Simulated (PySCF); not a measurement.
Molecule: SMILES [Cl][GeH]([OH])[OH] (H3ClGeO2), singlet. Atoms near the plane z = 1.5 Å, at the B3LYP/def2-SVP optimised geometry (x, y, z in Å): Ge1 (-0.2, -0.9, 0.0), O2 (-0.7, -1.8, 1.5), O3 (-0.9, 0.7, 0.0), H5 (1.3, -0.9, 0.0), H6 (-1.6, -1.6, 1.7).

Level of theory: B3LYP/def2-TZVP (PySCF). Cells within 0.4 Å of a nucleus heavier than hydrogen are left out (blank, or x). The values are rescaled to run from 0 to 1.

```
|7777777777777777777777777777777|
|7777777777777777777777777777777|
|7777777777777777777777777777777|
|7777777777777777777777777777777|
|7777777777777777777777777777777|
|7777777777777777777777777777777|
|7777777777777777777777777777777|
|7777777777777777777777777777777|
|7777777777777777777777777777777|
|7777777777777777777777777777777|
|7777777777777777777777777777777|
|7777777777777777777777777777777|
|7777777777777777777777777777777|
|7777777777777777777777777777777|
|7777777777777777777777777777777|
|7777777777777777777777777777777|
|7777777777777777777777777777777|
|7777777777777777777777777777777|
|7777777777777777777777777777777|
|7777777778889887777777777777777|
|7777777778999998777777777777777|
|777777776772x099877777777777777|
|77777776021xxx69877777777777777|
|77777777562xxx69877777777777777|
|777777778990x099877777777777777|
|7777777788999998777777777777777|
|7777777777889887777777777777777|
|7777777777777777777777777777777|
|7777777777777777777777777777777|
|7777777777777777777777777777777|
|7777777777777777777777777777777|
```
Scale: ten equal steps from 0.000 (start of '0') to 1.00 (end of '9'), in the order '0123456789'; x runs from -3.50 to 3.50, y from -3.50 (bottom) to 3.50 (top).

Problem. Which quantity is mapped?
(A) Laplacian of the electron density
(B) electrostatic potential
(C) deformation density (molecule minus spherical neutral atoms)
(D) log10 of the electron density

Solution. A, Laplacian of the electron density. In full: Laplacian of the electron density (e/bohr⁵), clipped to [-1.50, 1.50].
